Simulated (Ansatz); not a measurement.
`CC(C)[O][SnH2][F]` at its PBE0-D4/def2-TZVP geometry, where that method's forces vanish. Total charge 0; spin multiplicity 1. Sn takes the def2 core potential.

```xyz
15

C    -0.8419    1.1753   -0.5738
C    -0.5237   -0.1257    0.1386
C    -1.5668   -1.1891   -0.1310
O     0.7265   -0.6481   -0.2971
Sn    2.4240    0.0427    0.3508
F     2.3093   -0.1502    2.2618
H    -0.8731    1.0126   -1.6542
H    -0.0896    1.9408   -0.3641
H    -1.8103    1.5675   -0.2537
H    -0.4906    0.0594    1.2223
H    -1.3114   -2.1124    0.3911
H    -2.5529   -0.8593    0.2049
H    -1.6163   -1.4015   -1.2020
H     2.6075    1.7175    0.1143
H     3.6094   -1.0294   -0.2078
```

Problem. What forces (eV/Å) does r2SCAN-D4/def2-TZVPP give on these atoms in the Gaussian-basis code of Ansatz? (Best estimate.)

Solution. Computed: 
```
C1  -0.026  0.125 -0.065
C2  -0.200  0.131  0.194
C3  -0.089 -0.111 -0.025
O4   0.155 -0.224 -0.170
Sn5  0.155  0.086 -0.052
F6  -0.019 -0.014  0.091
H7   0.001 -0.004  0.011
H8  -0.011 -0.014 -0.004
H9   0.010 -0.004 -0.007
H10  0.012  0.004  0.025
H11 -0.006  0.012 -0.010
H12  0.019 -0.002 -0.007
H13  0.005  0.007  0.011
H14  0.004  0.020  0.008
H15 -0.010 -0.013 -0.001
```
